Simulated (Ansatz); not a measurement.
Geometry optimisation, Ansatz 0.2.0, RKS PBE-D4/def2-SVP.

Input file:

```yaml
crystal:
  periodic: [false, false, false]
  atoms:
    - { symbol: P, position_ang: [-1.1646, 0.8797, -2.165] }
    - { symbol: In, position_ang: [0.9704, 1.1234, -0.7013] }
    - { symbol: C, position_ang: [0.7514, 0.5423, 0.6107] }
    - { symbol: Ge, position_ang: [0.1107, -1.1787, 1.0989] }
    - { symbol: H, position_ang: [-1.12002, 2.32395, -2.35119] }
    - { symbol: H, position_ang: [-0.51766, 0.59366, -3.36601] }
    - { symbol: H, position_ang: [1.0523, 0.9324, -1.6135] }
    - { symbol: H, position_ang: [0.2002, 1.3632, 1.0588] }
    - { symbol: H, position_ang: [1.8231, 0.6334, 1.0588] }
    - { symbol: H, position_ang: [-1.4189, -1.2799, 0.6072] }
    - { symbol: H, position_ang: [0.8772, -2.3128, 0.4787] }
    - { symbol: H, position_ang: [0.0677, -1.3395, 2.6612] }
basis:
  gaussian: { orbitals: def2-SVP }
hamiltonian:
  xc: pbe
  dispersion: d4
relax:
  f_tol: 0.015
  max_steps: 40
```

Run as:

```bash
$ ansatz run input.yaml --threads 2 --pin off --max-ram 3072MiB --backend cpu --events-out ev --progress --plain --runs-dir out
```

Problem. Where does it end, and by what steps?

Solution. It converged. The force dipped under the threshold on the way, but the program's further checks kept it going. After 22 steps the energy has fallen by 26.347 eV; H7 moved furthest, 1.55 Å. The start is strongly strained (largest force component 66 eV/Å), so its close contacts needn't be bonds. Parted: In2–H8 (1.94 → 2.75 Å).

```
step  energy less start (eV)  largest force component (eV/Å)  accepted
   0                  0.0000                          65.937       yes
   1                -13.9645                          24.445       yes
   2                -19.9589                          11.798       yes
   3                -22.6637                           5.532       yes
   4                -24.1366                           2.599       yes
   5                -25.0931                           1.761       yes
   6                -25.7713                           0.929       yes
   7                -26.0600                           1.054       yes
   8                -26.2249                           0.303       yes
   9                -26.2625                           0.179       yes
  10                -26.2618                           0.461        no
  11                -26.2803                           0.120       yes
  12                -26.2916                           0.119       yes
  13                -26.3040                           0.303       yes
  14                -26.3079                           0.556       yes
  15                -26.3318                           0.099       yes
  16                -26.3351                           0.221       yes
  17                -26.3452                           0.052       yes
  18                -26.3457                           0.053       yes
  19                -26.3465                           0.032       yes
  20                -26.3470                           0.012       yes
  21                -26.3472                           0.013       yes
  22                -26.3473                           0.014       yes
```

```xyz
12
Properties=species:S:1:pos:R:3
P -1.303 0.920 -2.707
In 0.867 0.678 -1.412
C 0.737 0.555 0.769
Ge 0.075 -1.189 1.393
H -1.819 1.915 -1.800
H -0.742 1.902 -3.603
H 2.375 0.447 -2.271
H 0.037 1.339 1.126
H 1.738 0.746 1.206
H -1.367 -1.428 0.864
H 0.982 -2.337 0.863
H 0.051 -1.267 2.948
```

Whether the end is a true minimum wasn't checked by a vibrational analysis.

The run took 2.2 min on 2 threads of Arm Neoverse N1, on a shared host, peak memory 0.19 GiB.
